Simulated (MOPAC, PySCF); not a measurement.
C$_{3}$H$_{4}$Si$_{2}$, SMILES `C=[si]1c2c1[SiH2]2`, neutral singlet in the gas phase. 

Z-matrix (Å, degrees):
```
Si
C 1 1.6802
H 2 1.0815 1 120.87
H 2 1.0815 3 118.27 1 -180.00
C 1 1.7572 2 155.82 3 179.93
C 5 1.4400 1 65.81 2 -179.95
Si 6 1.7911 5 66.30 1 -179.98
H 7 1.4729 6 120.18 5 104.81
H 7 1.4729 8 113.40 6 -152.28
```
Charge 0, multiplicity 1.

All levels are single points at this geometry (ωB97X-D3(BJ)/def2-TZVP); Pople sets use spherical d functions. Orbital energies aren't observables, and empty levels follow the basis.

B3LYP/3-21G in PySCF gives gap (eV) = 4.78.

Estimate the gap (eV) from each of these levels: ωB97X-D3(BJ)/def2-TZVP in PySCF; B3LYP/6-31G* in PySCF; B3LYP/LANL2DZ in PySCF; AM1 in MOPAC; PM7 in MOPAC.


```
level                            gap (eV)
-------------------------------  --------
ωB97X-D3(BJ)/def2-TZVP in PySCF      9.52
B3LYP/6-31G* in PySCF                4.80
B3LYP/LANL2DZ in PySCF               4.55
AM1 in MOPAC                         8.21
PM7 in MOPAC                         7.81
```
